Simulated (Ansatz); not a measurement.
System: C4H10Si, net charge 0, singlet state. 
Geometry from a B3LYP-D3(BJ)/def2-TZVP (Ansatz, a first-principles code) optimisation:
SMILES: C(=C\[SiH2]C)/C
```xyz
15

C      2.9237     0.3824     0.4020
C      1.5522    -0.2141     0.3733
C      0.5279     0.2177    -0.3646
Si    -1.1617    -0.5572    -0.3519
C     -2.4754     0.6550     0.2231
H      3.1867     0.7054     1.4138
H      3.6749    -0.3562     0.1064
H      3.0019     1.2407    -0.2660
H      1.4071    -1.0773     1.0207
H      0.7013     1.0826    -1.0053
H     -1.1214    -1.7378     0.5489
H     -1.5167    -1.0254    -1.7179
H     -2.5037     1.5331    -0.4257
H     -2.2712     0.9945     1.2403
H     -3.4660     0.1958     0.2086
```
Charge 0, spin multiplicity 1.

Dipole moments at this geometry, in debye (magnitudes).

```
level                    program  dipole (D)
-----------------------  -------  ----------
PBE/def2-TZVPD            Ansatz        1.08
BLYP/def2-TZVPD           Ansatz        1.05
revPBE/def2-TZVPD         Ansatz        1.08
B97M-V/def2-TZVPD         Ansatz        1.23
B3LYP/def2-TZVPD          Ansatz        1.04
BHLYP/def2-TZVPD          Ansatz        1.04
r2SCAN0/def2-TZVPD        Ansatz  (withheld)
HSE06/def2-TZVPD          Ansatz        1.07
wB97M-V/def2-TZVPD        Ansatz        1.06
CCSD(T)/aug-cc-pV(D+d)Z   Ansatz  (withheld)
```

### Question
What belongs in the gaps?

### Answer

- r2SCAN0/def2-TZVPD, dipole (D): 1.09
- CCSD(T)/aug-cc-pV(D+d)Z, dipole (D): 0.98
